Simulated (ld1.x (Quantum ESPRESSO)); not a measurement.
## Plane-wave convergence, TM potential for gold

* Element: gold
* Generator: ld1.x (Quantum ESPRESSO) 7.5
* Type: norm-conserving Troullier–Martins (Kleinman–Bylander form)
* Functional: PBE
* Relativity: scalar-relativistic
* Frozen core: [Xe] 4f14
* Valence charge: 11
* Reference configuration: 5d10 6s0 6p0 (charge +1)
* Partial waves: 6p (bound, empty): rc 2.95 bohr; 5d (bound): rc 1.55 bohr; 6s (bound, empty): rc 1.95 bohr
* Local potential: the s channel
* Core correction: none

The pseudo-atom Hamiltonian at the reference potential is diagonalised in spherical Bessel functions j_l(qr) that vanish at 20 bohr, with q² up to the cutoff. All-electron valence levels (Ry): 6p -0.4933, 5d -1.1266, 6s -0.9710.

How do the lowest levels (Ry) of each channel move with the cutoff, and are there ghosts?

```csv
cutoff (Ry),p #1,d #1,s #1,f #1,Σ f·Δε (mRy)
8,-0.4924,-0.3318,-0.9560,-0.0481,7947.8
12,-0.4930,-0.4889,-0.9582,-0.0481,6376.7
15,-0.4931,-0.6161,-0.9622,-0.0481,5105.4
21,-0.4933,-0.9439,-0.9690,-0.0481,1827.0
30,-0.4933,-1.0926,-0.9695,-0.0481,340.0
40,-0.4933,-1.1249,-0.9706,-0.0481,16.8
45,-0.4933,-1.1261,-0.9708,-0.0481,5.4
55,-0.4933,-1.1263,-0.9708,-0.0481,2.8
70,-0.4933,-1.1265,-0.9710,-0.0481,1.1
80,-0.4933,-1.1266,-0.9710,-0.0481,0.4
100,-0.4933,-1.1266,-0.9710,-0.0481,0.0
400,-0.4933,-1.1266,-0.9710,-0.0481,0.0
```

Result: no extra level below or beside the all-electron valence levels (p, d, s, f tested); 10 mRy is reached at 45 Ry and 1 mRy at 80 Ry.

Its largest configuration-test error is -754 meV.
